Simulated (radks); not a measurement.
Question: The mean radii <r> (bohr) of the occupied orbitals of an atom or ion are listed with their occupations. Calculated with a radial shooting solver on a logarithmic mesh with Libxc functionals: scalar-relativistic Kohn-Sham, BLYP, spin-polarised, spherical densities, finite nucleus; Fermi nuclear charge, rms radius of each element as measured or else 0.836 A^(1/3) + 0.57 fm.

orbital  occ.      <r>
1s down     1  0.02191
1s up       1  0.02191
2s up       1  0.09329
2s down     1  0.09329
2p up       3  0.08236
2p down     3  0.08236
3s up       1   0.2445
3s down     1   0.2443
3p up       3   0.2431
3p down     3   0.2429
3d up       5   0.2213
3d down     5   0.2210
4s up       1   0.5519
4s down     1   0.5521
4p up       3   0.5836
4p down     3   0.5840
4d up       5   0.6321
4d down     5   0.6335
5s up       1    1.286
5s down     1    1.303
5p up       3    1.464
5p down     3    1.488
4f up       6   0.7936

Name the element and its charge. Open shells, if any, are filled with parallel spins first.

Answer: Z = 64, gadolinium, charge +4: Gd4+ in [Xe] 4f6. The 1s radius gives Z: for a bare nucleus <r> = (2 gamma + 1)/(2Z) with gamma = sqrt(1 - (Z/c)^2), 0.02163 bohr for Z = 64, and screening makes it slightly larger (0.02191 here). The occupations add up to 60, and the charge is Z minus that.
